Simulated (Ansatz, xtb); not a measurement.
**C7H7FO: 3 structures ranked**

3 gas-phase structures of C7H7FO, from a drawn sample of its isomers (lower ones may exist). Each was relaxed with GFN2-xTB; where two conformers were screened, the lower at r2SCAN-D4/def2-SVP is listed:

A. `COc1ccccc1F`, a singlet
B. `COc1ccc(F)cc1`, a singlet
C. `COc1cccc(F)c1`, a singlet

Which do you expect lowest at r2SCAN-D4/def2-SVP, and how would the others follow?

Calculated order at r2SCAN-D4/def2-SVP: C (0.0), B (6.8), A (15.8) kJ/mol.

Energies above the lowest of each column, in kJ/mol; the last columns are at PBE0-D3(BJ)/def2-SVP geometries:

```
structure  GFN2-xTB  HF/STO-3G  r2SCAN-D4/def2-SVP  PBE0-D3(BJ)/def2-SVP  CCSD(T)/def2-SVP + ΔMP2/def2-TZVPP
        C       0.0        0.0                 0.0                   0.0                                 0.0
        B       3.1        4.4                 6.8                   6.3                                 5.3
        A      14.7       12.7                15.8                  15.7                                13.6
```

Every level run on C puts it lowest or level with the lowest. Flexible structures stand in one conformer each, not always the lowest. ΔMP2 is the change of the MP2 energy from the smaller to the larger basis.

Programs: Ansatz 0.2.0, xtb 6.7.1.
